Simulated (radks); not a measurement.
Q: The mean radii <r> (bohr) of the occupied orbitals of an atom or ion are listed with their occupations. All-electron calculation, Dirac Kohn-Sham, PBEsol, spin-unpolarised, spherical densities, point nucleus. Program: a radial shooting solver on a logarithmic mesh with Libxc functionals.

| orbital | occ. | <r> |
|---|---|---|
| 1s1/2 | 2 | 0.01605 |
| 2s1/2 | 2 | 0.06689 |
| 2p1/2 | 2 | 0.05487 |
| 2p3/2 | 4 | 0.06379 |
| 3s1/2 | 2 | 0.1737 |
| 3p1/2 | 2 | 0.1642 |
| 3p3/2 | 4 | 0.1803 |
| 3d3/2 | 4 | 0.1566 |
| 3d5/2 | 6 | 0.1615 |
| 4s1/2 | 2 | 0.3766 |
| 4p1/2 | 2 | 0.3762 |
| 4p3/2 | 4 | 0.4070 |
| 4d3/2 | 4 | 0.4052 |
| 4d5/2 | 6 | 0.4143 |
| 4f5/2 | 4.28571 | 0.4021 |
| 4f7/2 | 5.71429 | 0.4063 |

Name the element and its charge. Open shells, if any, are shared by 2j + 1.

A: Z = 82, lead, charge +26: Pb26+ in [Kr] 4d10 4f10. The 1s radius gives Z: for a bare nucleus <r> = (2 gamma + 1)/(2Z) with gamma = sqrt(1 - (Z/c)^2), 0.01587 bohr for Z = 82, and screening makes it slightly larger (0.01605 here). The occupations add up to 56, and the charge is Z minus that.
